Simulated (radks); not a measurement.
Kr3+, 33 electrons, occupied as [Ar] 3d10 4s1 4p3 5s1 (not the ground configuration). All-electron calculation, scalar-relativistic Kohn-Sham, LDA (Slater exchange, Perdew-Zunger correlation), spin-unpolarised, spherical densities, finite nucleus; Fermi nuclear charge, rms radius 4.1884 fm. Program: a radial shooting solver on a logarithmic mesh with Libxc functionals.

Unscreened Slater integrals over Kohn-Sham orbitals (cm^-1).

| integral | value |
|---|---|
| F0(5s,5s) | 61022 |
| F0(5s,4p) | 74444 |
| G1(5s,4p) | 7422.1 |
| F0(5s,4s) | 75828 |
| G0(5s,4s) | 4805.4 |
| F0(5s,3d) | 83021 |
| G2(5s,3d) | 2963.8 |
| F0(4p,4p) | 122670 |
| F2(4p,4p) | 65037 |
| F0(4p,4s) | 129480 |
| G1(4p,4s) | 87602 |
| F0(4p,3d) | 158200 |
| F2(4p,3d) | 36254 |
| G1(4p,3d) | 12443 |
| G3(4p,3d) | 11671 |
| F0(4s,4s) | 137820 |
| F0(4s,3d) | 174720 |
| G2(4s,3d) | 15826 |
| F0(3d,3d) | 364050 |
| F2(3d,3d) | 175160 |
| F4(3d,3d) | 110370 |

Derived for the open shells (J is the average intra-shell exchange parameter used in DFT+U). 4p: J = F2/5 = 13010 cm^-1.
